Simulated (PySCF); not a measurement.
## Correlation energy of I(2+) (iodine, charge +2)

[Kr] 4d10 5s2 5p3, high-spin 4S determinant. Computed with PySCF 2.14 in cc-pVTZ-PP with ECP28MDF, with scalar relativity through the core potential. Frozen: 4s2 4p6 4d10; 5 electrons correlated.

MP2 pair energies summed by pair of shells (mhartree):

| pair | energy | share (%) |
| --- | --- | --- |
| 5s-5p | -43.50 | 67.1 |
| 5p-5p | -14.35 | 22.1 |
| 5s-5s | -7.00 | 10.8 |

Total MP2 correlation energy: -64.85 mhartree.

Same-spin part -16.92 and opposite-spin part -47.93 mhartree; SCS-MP2 scales them by 1/3 and 6/5 to -63.16 mhartree.

```csv
level,correlation energy (mhartree)
CCSD,-77.68
(T),-2.00
CCSD(T),-79.68
```

Diagnostics: T1 = 0.0018, D1 = 0.0039, largest double amplitude 0.052.

Cost of the coupled-cluster step: 0.2 s of wall time on 1 thread of Intel(R) Xeon(R) 6975P-C (shared host), for 5 correlated electrons.
